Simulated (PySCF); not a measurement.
# Sn: excitation energy

Sn [Kr] 4d10 5s2 5p2 (3P) → Sn [Kr] 4d10 5s2 5p1 6s1 (3P), as a difference of total energies. All numbers are calculated (PySCF 2.14, scalar relativity through the core potential, in aug-cc-pwCVDZ-PP with ECP28MDF). Correlated levels: valence: 4s2 4p6 4d10 frozen. The calculations carry no spin-orbit coupling.

| method | excitation energy (eV) | error (eV) |
| --- | --- | --- |
| UHF | 4.225 | -0.050 |
| MP2 (valence) | 4.256 | -0.019 |
| SCS-MP2 (valence) | 4.245 | -0.030 |
| CCSD (valence) | 4.258 | -0.017 |
| CCSD(T) (valence) | 4.254 | -0.021 |
| CCSDT (valence) | 4.252 | -0.023 |

Reference: 4.275 eV (measured; NIST levels, between the centres of gravity of the two terms).

Errors of the correlated levels include the incompleteness of this basis and the frozen core.
